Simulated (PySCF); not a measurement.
Two-component Hartree-Fock for Ta⁵⁴⁺ (tantalum, charge +54)

Start: [Ar] 3d1; 3d5/2 filled at m_j = +5/2. Calculated with PySCF 2.14 in an even-tempered Gaussian basis (15 s from 15 bohr⁻², ratio 2.8; 12 p from 20 bohr⁻², ratio 2.8; 8 d from 20 bohr⁻², ratio 2.8; 3 f from 60 bohr⁻², ratio 3): generalised Hartree-Fock with the X2C-1e Hamiltonian and a Gaussian nucleus; one run each with spin-orbit coupling (SO) screened by Boettger's factors, then bare. This is a chosen level, not necessarily the ground level.

| spinor shell | electrons | ε, screened SO (eV) | ε, bare SO (eV) | weight of nominal j (bare SO) | rms radius, bare SO (bohr) |
| --- | --- | --- | --- | --- | --- |
| 1s1/2 | 2 | -71556.2 | -71555.3 | 1.000 | 0.0211 |
| 2s1/2 | 2 | -15464.6 | -15464.4 | 1.000 | 0.0845 |
| 2p1/2 | 2 | -14949.4 | -14980.3 | 1.000 | 0.0716 |
| 2p3/2 | 4 | -13657.7 | -13647.9 | 1.000 | 0.0789 |
| 3s1/2 | 2 | -5947.5 | -5947.5 | 1.000 | 0.207 |
| 3p1/2 | 2 | -5735.5 | -5743.3 | 1.000 | 0.197 |
| 3p3/2 | 4 | -5411.8 | -5409.3 | 1.000 | 0.210 |
| 3d5/2 | 1 | -5090.8 | -5086.3 | 1.000 | 0.182 |

```csv
quantity,screened SO,bare SO
E (hartree),-12740.73563,-12741.61134
M_J,5/2,5/2
⟨J²⟩,8.751,8.751
⟨L²⟩,6.053,6.056
⟨S²⟩,0.803,0.806
```

Each row is a mean over spinors that exchange with the open shell spreads, by up to 27.011 eV (3p3/2).

Breit and QED terms are absent; they matter most for the inner s and p1/2 levels.

Densities and radii are taken from the X2C orbitals without a picture-change correction, which distorts them close to the nucleus.
